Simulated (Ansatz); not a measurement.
Reaction (ligand exchange at a Zr–O bond): `[OH][Zr]([F])([Cl])[Cl]` + H₂S → `[F][Zr]([SH])([Cl])[Cl]` + H₂O

Program: Ansatz. Geometries: PBE0-D4/def2-TZVP. ΔE: electronic, gas phase. CCSD(T)/CBS is the MP2 limit (def2-TZVPP, def2-QZVPP) plus CCSD(T) − MP2 in def2-TZVPP, frozen cores. This one scheme is used for every species. Functionals use def2-TZVPP. HSE06 is defined as in plane-wave codes. Elements past krypton have def2 core potentials. For Zr outer-core shells are correlated without core-valence functions, which leaves a few kJ/mol of doubt a bond. One conformer a species, not always the lowest.

CCSD(T)/CBS gives +44.0 kJ/mol.

Task: Another level gave +45.9 kJ/mol. Which?
A. HSE06-D4/def2-TZVPP
B. r2SCAN0/def2-TZVPP
C. BHLYP-D4/def2-TZVPP
D. ωB97X-V/def2-TZVPP

Result: B. r2SCAN0 45.9, ωB97X-V 57.0, BHLYP-D4 51.6, HSE06-D4 40.4 kJ/mol.

Largest T1 diagnostic among the species: 0.017.

Leaving LDA and LC-ωPBE aside and taking each functional with its dispersion term where it has one, the values, not all of them listed here, spread over 20.6 kJ/mol, from revPBE-D4 to CAM-B3LYP-D4. The D4 term adds −4.7 kJ/mol with B3LYP and −2.7 kJ/mol with PBE0; it sums over pairs of atoms, weighted by their polarisabilities, and B3LYP, whose exchange is more repulsive, gets the larger term.

B3LYP here is the variant with VWN-RPA as its local correlation; programs differ in this.

CCSD(T)/CBS has its own doubt, a few kJ/mol and more with outer-core shells, so smaller differences from it don't rank the levels.
